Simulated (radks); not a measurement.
Q: The mean radii <r> (bohr) of the occupied orbitals of an atom or ion are listed with their occupations. All-electron calculation, Dirac Kohn-Sham, LDA (Slater exchange, Perdew-Wang correlation), spin-unpolarised, spherical densities, point nucleus. Program: a radial shooting solver on a logarithmic mesh with Libxc functionals.

| orbital | occ. | <r> |
|---|---|---|
| 1s1/2 | 2 | 0.02459 |
| 2s1/2 | 2 | 0.1048 |
| 2p1/2 | 2 | 0.08799 |
| 2p3/2 | 4 | 0.09419 |
| 3s1/2 | 2 | 0.2787 |
| 3p1/2 | 2 | 0.2683 |
| 3p3/2 | 4 | 0.2805 |
| 3d3/2 | 4 | 0.2515 |
| 3d5/2 | 6 | 0.2553 |
| 4s1/2 | 2 | 0.6356 |
| 4p1/2 | 2 | 0.6535 |
| 4p3/2 | 4 | 0.6806 |
| 4d3/2 | 4 | 0.7319 |
| 4d5/2 | 6 | 0.7413 |
| 5s1/2 | 2 | 1.457 |
| 5p1/2 | 2 | 1.597 |
| 5p3/2 | 4 | 1.661 |

Name the element and its charge. Open shells, if any, are shared by 2j + 1.

A: Z = 58, cerium, charge +4: Ce4+ in [Xe]. The 1s radius gives Z: for a bare nucleus <r> = (2 gamma + 1)/(2Z) with gamma = sqrt(1 - (Z/c)^2), 0.02424 bohr for Z = 58, and screening makes it slightly larger (0.02459 here). The occupations add up to 54, and the charge is Z minus that.
